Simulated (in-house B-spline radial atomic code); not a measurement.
Orbital energies and mean radii along the 36-electron series, configuration [Ar] 3d10 4s2 4p6. The effective charge is n√(-2ε), a non-relativistic measure. Computed with an all-electron radial atomic-structure program (B-spline basis): non-relativistic Hartree-Fock, average of the configuration, point nuclei.

This level leaves out relativity, spin-orbit splitting included, which matters for heavy ions.

```
  ion   Z  energy of 4s (Eh)  mean radius of 4s (bohr)  energy of 2p (Eh)  mean radius of 2p (bohr)  effective charge of 4s
Tb29+  65            -45.541                    0.5173            -316.37                  0.084116                  38.175
Dy30+  66            -48.035                   0.50608             -328.9                  0.082735                  39.206
Ho31+  67                  ?                         ?                  ?                         ?                       ?
Er32+  68                  ?                         ?                  ?                         ?                       ?
Tm33+  69            -55.894                   0.47525               -368                  0.078851                  42.292
```

Task: Fill in the row of Ho31+.

Result: energy of 4s (Eh): -50.592; mean radius of 4s (bohr): 0.49536; energy of 2p (Eh): -341.68; mean radius of 2p (bohr): 0.081399; effective charge of 4s: 40.236.

Task: Fill in the row of Er32+.

Result: energy of 4s (Eh): -53.212; mean radius of 4s (bohr): 0.48509; energy of 2p (Eh): -354.72; mean radius of 2p (bohr): 0.080105; effective charge of 4s: 41.265.

Task: How does the screening of 4s change?

Result: Z less the effective charge goes from 26.83 at Z = 65 to 26.71 at Z = 69.
